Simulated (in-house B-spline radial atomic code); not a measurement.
Values are calculated unless marked as measured or tabulated.
Stopping and range of 200 keV Zn in Ge

The pair potential comes from two frozen, spherical free-atom densities (PBE, B-spline radial code, scalar-relativistic past argon): electrostatics plus the change in Thomas-Fermi kinetic and Dirac exchange energy where they overlap, the recipe behind the universal ZBL potential, which averages such potentials (from solid-state densities) over many pairs. It is written V = (Z1 Z2 e²/r) φ(r/a), with e² = 14.3996 eV·Å and a = 0.46850 Å/(Z1^0.23 + Z2^0.23); ZBL's fit is φ = 0.18175 e^(−3.1998x) + 0.50986 e^(−0.94229x) + 0.28022 e^(−0.4029x) + 0.02817 e^(−0.20162x). Where φ falls below 4e-4 it is continued as an exponential.

The target is taken as amorphous, with density 5.3234 g/cm³ (NSM archive of the Ioffe Institute); channelling is ignored. Masses: Zn 65.38, Ge 72.63 u. Nuclear stopping is S_n = 4π a Z1 Z2 e² M1/(M1 + M2) × s_n(ε), with s_n integrated over impact parameters for each pair. Electronic stopping is Lindhard and Scharff's S_e = Z1^(1/6) 8π e² a0 Z1 Z2/(Z1^(2/3) + Z2^(2/3))^(3/2) × v/v0, with a0 = 0.529177 Å and v = v0 at 24.801 keV/u; it misses the oscillations with Z1 seen in experiment, which reach tens of per cent. Compounds add by atom fraction.

| target atom | a (Å) | ε at this energy | s_n, this pair | s_n, ZBL potential |
| --- | --- | --- | --- | --- |
| Ge | 0.10634 | 0.8097 | 0.338 | 0.3242 |

(1) What are the atom density and the stopping powers at entry?

Along the track:

```tsv
E (keV)	N S_n (eV/nm)	N S_e (eV/nm)
10	1030	128
30	1320	222
60	1410	314
100	1410	405
150	1360	496
200	1310	573
```

(2) Estimate the path length and the projected range.

Results:

(1) N = 5.3234 × 0.602214/72.63 = 0.04414 atoms/Å³. For Ge: S_n = 8751 × 0.338 = 2958 eV·Å², S_e = 2.9031 × √200000 = 1298 eV·Å². Averaged over the target's atoms and times N × 10 Å/nm, the ion loses N S_n = 1310 eV/nm to recoils and N S_e = 573 eV/nm to electrons; the nuclear share is 69 %.

(2) With continuous slowing down the path is the integral of dE/(N (S_n + S_e)). Trapezoids over the table give 110 nm, and the stretch below the first row, with stopping taken as √E, adds 2E/(N S) = 17 nm: 127 nm in all, against 124 nm on a fine grid from 5 eV. Deflections shorten the depth: to first order in the energy passed on, N (S_n + S_e) dR_p/dE = 1 − N S_n (M2/M1) R_p/(2E), summed over the target's atoms, and integrating this on the fine grid gives R_p = 79.7 nm, 0.64 of the path. Lindhard's rule of thumb R/(1 + M2/3M1), with mean M2/M1 = 1.11, gives 90.4 nm. On the ZBL potential the same equation gives 82.5 nm, and the full integral equation, which keeps hard collisions, 88.6 nm.
